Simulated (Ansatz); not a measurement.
Ansatz (a first-principles code) input (CCSD(T)/def2-SVPD):

Ansatz 0.2 input:
```yaml
crystal:
  periodic: [false, false, false]
  atoms:
    - {symbol: Rb, position_ang: [-0.00000000, -0.00000000, -1.22824055]}
    - {symbol: Cl, position_ang: [0.00000000, 0.00000000, 2.67322944]}
basis:
  gaussian:
    orbitals: def2-SVPD
total_charge: 1
magnetization: {spin_polarized: true, initial_magnetization: 1}
correlation: {method: ccsd_t, electrons: outside_noble_gas}
output: {forces: true}
```

End of the output:

```
reference -13142.91602633 eV, -482.9932553791 hartree; 4, 3 occupied and 41, 42 virtual orbitals, 502 factors
densities: 0.15 GiB planned
second order -3.25645186 eV of doubles, -0.00000000 eV of singles
coupled cluster: 0.13 GiB planned
cycle   1  -3.73890854 eV  change    2.9e-7 eV  update   2.7e-6
cycle   2  -3.73890865 eV  change   -1.1e-7 eV  update   1.6e-6
cycle   3  -3.73890871 eV  change   -5.8e-8 eV  update   8.9e-7
cycle   4  -3.73890869 eV  change    2.3e-8 eV  update   1.8e-7
cycle   5  -3.73890870 eV  change   -1.1e-8 eV  update   7.7e-8
perturbative correction -0.05694327 eV, -0.0020926266 hartree
the calculation of the forces begins
Total energy: -13146.71187830 eV, -483.1327503660 hartree
Atom 0 at    -0.000000    -0.000000    -1.228241 Å, force    -0.000000    -0.000000     0.058622 eV/Å
Atom 1 at     0.000000     0.000000     2.673229 Å, force     0.000000    -0.000000    -0.058622 eV/Å
Dipole moment:     0.000000     0.000000    -1.070336 e Å
```
